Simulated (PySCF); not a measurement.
FGa, charge -1, doublet, at a GFN2-xTB geometry (such geometries of metal compounds can be far from the true shape) (a state made from the parent by changing its charge; the spin is typed, not shown lowest); DF-HF/aug-cc-pVTZ (PySCF).

The PySCF input:
```python
from pyscf import gto, scf
import numpy

mol = gto.Mole()
mol.atom = '''
    Ga   -0.000000   -0.000000   -0.452053
    F     0.000000    0.000000    1.557071
'''
mol.basis = 'aug-cc-pvtz'
mol.charge = -1
mol.spin = 1
mol.verbose = 4
mol.build()
print('smallest overlap eigenvalue', numpy.linalg.eigvalsh(mol.intor('int1e_ovlp'))[0])

mf = scf.UHF(mol)
mf = mf.density_fit(auxbasis='def2-universal-jkfit')
mf = scf.addons.remove_linear_dep_(mf, threshold=1e-3, lindep=1e-3)
mf.kernel()
mf.analyze()
```

Question: Predict the main parts of the log of this PySCF run.

Answer: 
```
PySCF version 2.14.0

[INPUT] verbose = 4
[INPUT] num. atoms = 2
[INPUT] num. electrons = 41
[INPUT] charge = -1
[INPUT] spin (= nelec alpha-beta = 2S) = 1
[INPUT] symmetry False subgroup None
[INPUT] Mole.unit = angstrom
[INPUT] Symbol           X                Y                Z      unit          X                Y                Z       unit  Magmom
[...]
nuclear repulsion = 73.4849824334785
number of shells = 27
number of NR pGTOs = 185
number of NR cGTOs = 105
basis = aug-cc-pvtz
ecp = {}
input.py:18: DeprecationWarning: remove_linear_dep_ is deprecated and will be removed in a future release. Linear dependency handling is now built into the SCF procedure by default. Linear dependency removal can be controlled using the following settings:
  pyscf.scf.hf.remove_overlap_zero_eigenvalue = True
  pyscf.scf.hf.overlap_zero_eigenvalue_threshold = 1e-6

  mf = scf.addons.remove_linear_dep_(mf, threshold=1e-3, lindep=1e-3)
smallest overlap eigenvalue 0.0016490150662763414
Applying remove_linear_dep_ on SCF object.
Using canonical orthogonalization with threshold 0.001

******** <class 'pyscf.df.df_jk.DFUHF'> ********
method = DFUHF
initial guess = minao
damping factor = 0
level_shift factor = 0
DIIS = <class 'pyscf.scf.diis.CDIIS'>
diis_start_cycle = 1
diis_space = 8
diis_damp = 0
SCF conv_tol = 1e-09
SCF conv_tol_grad = None
SCF max_cycles = 50
direct_scf = False
number electrons alpha = 21  beta = 20
Set gradient conv threshold to 3.16228e-05
******** <class 'pyscf.df.df.DF'> ********
auxbasis = def2-universal-jkfit
init E= -2021.90239951688

cycle= 1 E= -2022.71370049428  delta_E= -0.811  |g|= 0.448  |ddm|= 0.809
cycle= 2 E= -2022.75146427083  delta_E= -0.0378  |g|= 0.419  |ddm|= 0.416
cycle= 3 E= -2022.80127972563  delta_E= -0.0498  |g|= 0.0261  |ddm|= 0.153
cycle= 4 E= -2022.80241244493  delta_E= -0.00113  |g|= 0.00808  |ddm|= 0.0715
cycle= 5 E= -2022.80264495779  delta_E= -0.000233  |g|= 0.00398  |ddm|= 0.0399
cycle= 6 E= -2022.80273269798  delta_E= -8.77e-05  |g|= 0.00241  |ddm|= 0.0285
cycle= 7 E= -2022.80277657882  delta_E= -4.39e-05  |g|= 0.00129  |ddm|= 0.0251
cycle= 8 E= -2022.80279133525  delta_E= -1.48e-05  |g|= 0.000458  |ddm|= 0.0195
cycle= 9 E= -2022.80279253068  delta_E= -1.2e-06  |g|= 0.000195  |ddm|= 0.00471
cycle= 10 E= -2022.80279268032  delta_E= -1.5e-07  |g|= 7.44e-05  |ddm|= 0.00146
cycle= 11 E= -2022.80279269897  delta_E= -1.86e-08  |g|= 3.85e-05  |ddm|= 0.000345
cycle= 12 E= -2022.8027927041  delta_E= -5.13e-09  |g|= 1.78e-05  |ddm|= 0.000212
cycle= 13 E= -2022.80279270527  delta_E= -1.17e-09  |g|= 5.71e-06  |ddm|= 0.000116
cycle= 14 E= -2022.80279270536  delta_E= -9.69e-11  |g|= 2.13e-06  |ddm|= 2.97e-05
Extra cycle  E= -2022.80279270537  delta_E= -3.18e-12  |g|= 1.21e-06  |ddm|= 5.5e-06
converged SCF energy = -2022.80279270537  <S^2> = 0.76577103  2S+1 = 2.0157093
**** SCF Summaries ****
Total Energy =                       -2022.802792705367438
Nuclear Repulsion Energy =              73.484982433478478
One-electron Energy =                -2980.241488834604752
Two-electron Energy =                  883.953713695759006
Two-electron Coulomb Energy =          967.748503500052493
DFT Exchange-Correlation Energy =      -83.794789804293487
**** MO energy ****
                             alpha | beta                alpha | beta
[...]
To work with the spin densities directly, `use mulliken_meta_spin()` only printing them here.

 ** Mulliken spin pop alpha/beta on meta-lowdin orthogonal AOs **
 ** Mulliken Spin Density (per AO)  **
spin_pop of  0 Ga 1s       -0.00000
spin_pop of  0 Ga 2s        0.00000
spin_pop of  0 Ga 3s        0.00010
spin_pop of  0 Ga 4s        0.00385
spin_pop of  0 Ga 5s        0.00811
spin_pop of  0 Ga 6s        0.00166
spin_pop of  0 Ga 7s        0.00028
spin_pop of  0 Ga 2px       0.00000
spin_pop of  0 Ga 2py       0.00000
spin_pop of  0 Ga 2pz       0.00000
spin_pop of  0 Ga 3px      -0.00000
spin_pop of  0 Ga 3py       0.00003
spin_pop of  0 Ga 3pz      -0.00000
spin_pop of  0 Ga 4px       0.03458
spin_pop of  0 Ga 4py       0.74226
spin_pop of  0 Ga 4pz      -0.02211
spin_pop of  0 Ga 5px       0.00408
spin_pop of  0 Ga 5py       0.08886
spin_pop of  0 Ga 5pz       0.00005
spin_pop of  0 Ga 6px       0.00082
spin_pop of  0 Ga 6py       0.01782
spin_pop of  0 Ga 6pz      -0.00002
spin_pop of  0 Ga 7px       0.00359
spin_pop of  0 Ga 7py       0.07804
spin_pop of  0 Ga 7pz      -0.00002
spin_pop of  0 Ga 3dxy      0.00002
spin_pop of  0 Ga 3dyz      0.00003
spin_pop of  0 Ga 3dz^2     0.00002
spin_pop of  0 Ga 3dxz      0.00000
spin_pop of  0 Ga 3dx2-y2    0.00002
spin_pop of  0 Ga 4dxy      0.00008
spin_pop of  0 Ga 4dyz      0.00419
spin_pop of  0 Ga 4dz^2     0.00216
spin_pop of  0 Ga 4dxz      0.00021
spin_pop of  0 Ga 4dx2-y2    0.00047
spin_pop of  0 Ga 5dxy      0.00004
spin_pop of  0 Ga 5dyz      0.00270
spin_pop of  0 Ga 5dz^2     0.00241
spin_pop of  0 Ga 5dxz      0.00014
spin_pop of  0 Ga 5dx2-y2    0.00018
spin_pop of  0 Ga 6dxy      0.00012
spin_pop of  0 Ga 6dyz      0.00774
spin_pop of  0 Ga 6dz^2     0.00044
spin_pop of  0 Ga 6dxz      0.00036
spin_pop of  0 Ga 6dx2-y2    0.00060
spin_pop of  0 Ga 4f-3      0.00000
spin_pop of  0 Ga 4f-2      0.00000
spin_pop of  0 Ga 4f-1      0.00003
spin_pop of  0 Ga 4f+0     -0.00000
spin_pop of  0 Ga 4f+1      0.00000
spin_pop of  0 Ga 4f+2      0.00000
spin_pop of  0 Ga 4f+3      0.00000
spin_pop of  0 Ga 5f-3      0.00001
spin_pop of  0 Ga 5f-2     -0.00000
spin_pop of  0 Ga 5f-1      0.00041
spin_pop of  0 Ga 5f+0     -0.00012
spin_pop of  0 Ga 5f+1      0.00000
spin_pop of  0 Ga 5f+2     -0.00002
spin_pop of  0 Ga 5f+3      0.00001
spin_pop of  1 F 1s       -0.00000
spin_pop of  1 F 2s        0.00107
spin_pop of  1 F 3s       -0.00001
spin_pop of  1 F 4s       -0.00001
spin_pop of  1 F 5s        0.00023
spin_pop of  1 F 2px       0.00016
spin_pop of  1 F 2py       0.01056
spin_pop of  1 F 2pz      -0.00001
spin_pop of  1 F 3px      -0.00001
spin_pop of  1 F 3py       0.00152
spin_pop of  1 F 3pz      -0.00013
spin_pop of  1 F 4px       0.00000
spin_pop of  1 F 4py       0.00019
spin_pop of  1 F 4pz       0.00022
spin_pop of  1 F 5px       0.00003
spin_pop of  1 F 5py       0.00081
spin_pop of  1 F 5pz       0.00021
spin_pop of  1 F 3dxy     -0.00000
spin_pop of  1 F 3dyz      0.00003
spin_pop of  1 F 3dz^2     0.00002
spin_pop of  1 F 3dxz      0.00000
spin_pop of  1 F 3dx2-y2   -0.00000
spin_pop of  1 F 4dxy      0.00000
spin_pop of  1 F 4dyz      0.00027
spin_pop of  1 F 4dz^2     0.00004
spin_pop of  1 F 4dxz      0.00001
spin_pop of  1 F 4dx2-y2    0.00000
spin_pop of  1 F 5dxy      0.00000
spin_pop of  1 F 5dyz      0.00034
spin_pop of  1 F 5dz^2     0.00002
spin_pop of  1 F 5dxz      0.00002
spin_pop of  1 F 5dx2-y2    0.00000
spin_pop of  1 F 4f-3     -0.00000
spin_pop of  1 F 4f-2     -0.00000
spin_pop of  1 F 4f-1      0.00003
spin_pop of  1 F 4f+0      0.00001
spin_pop of  1 F 4f+1      0.00000
spin_pop of  1 F 4f+2     -0.00000
spin_pop of  1 F 4f+3     -0.00000
spin_pop of  1 F 5f-3      0.00000
spin_pop of  1 F 5f-2     -0.00000
spin_pop of  1 F 5f-1      0.00010
spin_pop of  1 F 5f+0      0.00002
spin_pop of  1 F 5f+1      0.00000
spin_pop of  1 F 5f+2      0.00000
spin_pop of  1 F 5f+3      0.00000
 ** Mulliken Spin Density (per atom)  **
spin density of  0 Ga =      0.98423
spin density of  1 F =      0.01577
 ** Mulliken pop alpha/beta on meta-lowdin orthogonal AOs **
 ** Mulliken pop       alpha | beta **
In total            21.00000 | 20.00000
 ** Mulliken atomic charges   ( Nelec_alpha | Nelec_beta ) **
charge of  0Ga =     -0.28068  (    16.13246     15.14823 )
charge of  1F =     -0.71932  (     4.86754      4.85177 )

WARN: System has nonzero charge -1; the dipole moment is origin-dependent.
Location of origin: [0. 0. 0.]

Dipole moment(X, Y, Z, Debye):  0.00000,  0.00000, -0.61773
```
